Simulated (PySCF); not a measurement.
Silver: a sound run and one with changed settings

Sound run: Ag [Kr] 4d10 5s1, Ag⁺ [Kr] 4d10. All numbers are calculated (PySCF 2.14, the spin-free X2C one-electron Hamiltonian (Gaussian nucleus), in x2c-TZVPall (8s6p6d1f, 63 functions)). In the sound run the correlated levels freeze [Kr]. The sound run starts from symmetry-adapted Hartree-Fock orbitals and uses a fine grid where one is needed.

Changed run: no relativity, point nucleus. This setting is unsound on purpose.

| species | method | sound run (hartree) | changed run (hartree) | converged |
| --- | --- | --- | --- | --- |
| Ag | UHF | -5312.81203 | -5122.57911 | yes |
| Ag | PBE0 | -5315.05257 | -5125.02207 | yes |
| Ag | B3LYP | -5315.45362 | -5125.44733 | yes |
| Ag | MP2 | -5313.11069 | -5122.86973 | yes |
| Ag⁺ | UHF | -5312.57852 | -5122.36696 | yes |
| Ag⁺ | PBE0 | -5314.77223 | -5124.76879 | yes |
| Ag⁺ | B3LYP | -5315.16345 | -5125.18436 | yes |
| Ag⁺ | MP2 | -5312.85055 | -5122.63569 | yes |

Ionisation energy of Ag:

```
 method  sound run (eV)  changed run (eV)
    UHF           6.354             5.773
   PBE0           7.629             6.892
  B3LYP           7.896             7.156
    MP2           7.079             6.369
SCS-MP2           6.959             6.266
```

Most of the change in total energy is the relativistic energy itself. On top of that the contraction fixes the core shape for the Hamiltonian it was made with, so the changed run is not a good calculation with the other Hamiltonian either.

For comparison, NIST gives 7.576 eV between the lowest levels.
